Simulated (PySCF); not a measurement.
# Dipole moment and polarisability of `CCO[Si](OCC)(OCC)OCC`

Compound: C8H20O4Si.
Geometry (PBE0-D3(BJ)/def2-SVP, Å), atoms numbered from 1 in this order:
```xyz
33
C8H20O4Si angstrom
C      2.5211   -1.4527   -1.4641
C      2.0375   -0.0457   -1.7483
O      1.4721    0.5567   -0.6036
Si    -0.0369    0.2460   -0.0267
O     -0.3517    1.3535    1.1444
C     -0.0260    2.7262    1.0771
C      1.3352    3.0014    1.6769
O     -1.0474    0.3086   -1.3217
C     -2.4067   -0.0700   -1.2922
C     -2.9988    0.0851   -2.6722
O     -0.2366   -1.2363    0.6558
C      0.2226   -1.6245    1.9323
C     -0.6954   -2.6800    2.5018
H      3.2493   -1.4490   -0.6386
H      3.0062   -1.8856   -2.3525
H      1.6822   -2.1048   -1.1758
H      2.8793    0.5916   -2.0644
H      1.3024   -0.0496   -2.5729
H     -0.8093    3.2734    1.6280
H     -0.0604    3.0849    0.0319
H      2.1126    2.4697    1.1089
H      1.3713    2.6594    2.7225
H      1.5590    4.0792    1.6567
H     -2.9576    0.5582   -0.5672
H     -2.4965   -1.1148   -0.9446
H     -4.0607   -0.2036   -2.6755
H     -2.4628   -0.5489   -3.3943
H     -2.9196    1.1290   -3.0110
H      0.2649   -0.7486    2.6038
H      1.2515   -2.0194    1.8437
H     -0.7457   -3.5507    1.8309
H     -1.7143   -2.2811    2.6199
H     -0.3372   -3.0187    3.4858
```

Level: PBE0/def2-SVPD (PySCF), static field, nuclei fixed, core orbitals frozen in the response. The polarisability tensor in these axes (au):

```
x   135.80   0.90   2.62
y     0.90 136.39  -0.44
z     2.62  -0.44 135.94
```

Q: Diagonalise the tensor; give its mean and Δα, where Δα² is half the sum of the squared differences of the eigenvalues.

A: Principal values 132.98, 136.61 and 138.53 au; mean 136.04 au = 20.16 Å³ = 22.43 × 10⁻⁴⁰ C²·m²/J; Δα = 4.88 au (4 % of the mean).

Q: What is the dipole moment?

A: 0.14 D at this geometry.

Q: Rayleigh depolarisation ratio (linearly polarised light, static tensor)?

A: ρ = 3Δα²/(45ᾱ² + 4Δα²) = 71.5/(832824 + 95.3) = 8.58e-05.

Q: Form Σ f/ω² (atomic units) for the 10 lowest TDDFT singlets, given as eV and f, and set it beside the mean polarisability, which is this sum over all singlets: 7.52, 0.0051; 7.57, 0.0084; 7.81, 0.0153; 7.94, 0.0070; 8.06, 0.0113; 8.10, 0.0121; 8.13, 0.0165; 8.18, 0.0186; 8.19, 0.0144; 8.21, 0.0121.

A: They add up to 1.39 au, 1.0 % of the 136.04 au; the largest single term is 0.21 au, from the state at 8.18 eV. Terms in order: 0.07, 0.11, 0.19, 0.08, 0.13, 0.14, 0.18, 0.21, 0.16, 0.13 au. Higher excitations give the rest. The strengths listed sum to 0.121.

Q: Find the Langevin capture rate constant for H3+ (3.023 u) meeting this molecule (208.113 u), k = 2.342 × 10⁻⁹ cm³/s × √(α in Å³ / reduced mass in u).

A: The reduced mass is 2.98 u, so k = 6.09 × 10⁻⁹ cm³/s.

Q: Give the eigenvalues of the traceless quadrupole moment Θ = ½Σq(3rr − r²1), origin at the centre of nuclear charge.

A: -1.29, -1.02, 2.31 D·Å. The values depend on the origin, since the dipole doesn't vanish. The electronic extent ⟨r²⟩ about the same centre is 3313 bohr², a root-mean-square distance of 2.85 Å for the 114 electrons.

Q: What would n − 1 = 2πNα be for an ideal gas of these molecules at 298.15 K and 1 atm, electronic part alone?

A: N = p/kT = 2.4615 × 10¹⁹ cm⁻³, so n − 1 = 2π × N × 20.16 × 10⁻²⁴ cm³ = 3118 × 10⁻⁶ at long wavelengths, for an ideal gas.

The structure is a single PBE0-D3(BJ)/def2-SVP conformer in the gas phase; no vibrational or solvent corrections.
